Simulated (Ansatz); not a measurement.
Computed with Ansatz on PBE0-D4/def2-TZVP structures; ΔE is electronic, products minus reactants. CBS: MP2 limit from def2 TZ/QZ plus the TZ coupled-cluster correction, frozen cores. This one scheme is used for every species. DFT in def2-TZVPP. Elements past krypton have def2 core potentials. For Sn outer-core shells are correlated without core-valence functions, which leaves a few kJ/mol of doubt a bond. Each species was taken in one conformer, which may not be the lowest.

Consider the formal exchange of groups at the Si–O bond: `O[SiH2][AlH][SnH3]` + CH₄ → `C[SiH2][AlH][SnH3]` + H₂O.

CCSD(T)/CBS gives +80.8 kJ/mol.

(1) Another level gave +84.1 kJ/mol. Which?
A. B2PLYP/def2-TZVPP
B. HF/def2-TZVPP
C. ωB97M-V/def2-TZVPP
D. PBE0/def2-TZVPP

Largest T1 diagnostic among the species: 0.014.

## Answers

(1) C. ωB97M-V 84.1, HF/def2-TZVPP 98.6, B2PLYP 89.8, PBE0 79.0 kJ/mol.

In def2-TZVPP, CCSD(T) changes the Hartree–Fock value by −16.8 kJ/mol (the triples alone add −1.6 kJ/mol) and MP2 by −15.8 kJ/mol. The D4 term adds −3.2 kJ/mol with B3LYP and −2.0 kJ/mol with PBE0; it sums over pairs of atoms, weighted by their polarisabilities, and B3LYP, whose exchange is more repulsive, gets the larger term.

CCSD(T)/CBS has its own doubt, a few kJ/mol and more with outer-core shells, so smaller differences from it don't rank the levels.

B3LYP here is the variant with VWN-RPA as its local correlation; programs differ in this.
